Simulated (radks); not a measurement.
The numbers below are computed, except where a source is named.
Q: Ionisation ladder of beryllium, from Be I to Be IV. Each ion is in the ground configuration listed by NIST, and IE = E(next ion) - E(this ion), with E = 0 for the bare nucleus. Level of theory: non-relativistic Kohn-Sham, LDA (Slater exchange, Perdew-Wang correlation), spin-unpolarised, spherical densities, point nucleus (a radial shooting solver on a logarithmic mesh with Libxc functionals).

| species | configuration | IE, Delta-SCF (eV) | -e(HOMO) (eV) | HOMO |
|---|---|---|---|---|
| Be I | [He] 2s2 | ? | 5.599 | 2s |
| Be II | [He] 2s1 | 17.770 | 13.638 | 2s |
| Be III | [He] | ? | 130.78 | 1s |
| Be IV | 1s1 | 208.94 | 183.60 | 1s |

Estimate the withheld Delta-SCF values.

A: Be I: 9.512 eV (NIST 9.323); Be III: 156.89 eV (NIST 153.90).

Beside tabulated values, note that spin-unpolarised runs miss the spin-polarisation part of the exchange energy of open shells.
